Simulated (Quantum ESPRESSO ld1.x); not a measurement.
Results of a calculation; reference values are marked as such.
Question: The aim is neutral potassium in [Ar] 4s1. This ld1.x (Quantum ESPRESSO 7.5) run was made with `OMP_NUM_THREADS=1 ld1.x < ld1.in > ld1.out`. Can the result be used? Name any fault.

```
 &input
    zed=19.0,
    iswitch=1,
    rel=2,
    dft='PBESOL',
    config='[Ar] 4s1',
    cau_fact=13.38,
    prefix='ld1',
    max_out_wfc=37,
    file_charge='ld1.rho',
 /
```

Output (excerpt):

```
     Program LD1 v.7.5 starts

 %%%%%%%%%%%%%%%%%%%%%%%%%%%%%%%%%%%%%%%%%%%%%%%%%%%%%%%%%%%%%%%%%%%%%%%%%%%%%%
     Error in routine dirsol (1):
     no classical turning point found
 %%%%%%%%%%%%%%%%%%%%%%%%%%%%%%%%%%%%%%%%%%%%%%%%%%%%%%%%%%%%%%%%%%%%%%%%%%%%%%

     stopping ...
```

Answer: No (crashed). The line at issue: rel=2 cau_fact=13.38. The program stops in dirsol with "no classical turning point found": with c below Z the Dirac equation of a point nucleus has no 1s solution. The sound input gives -598.911 hartree.
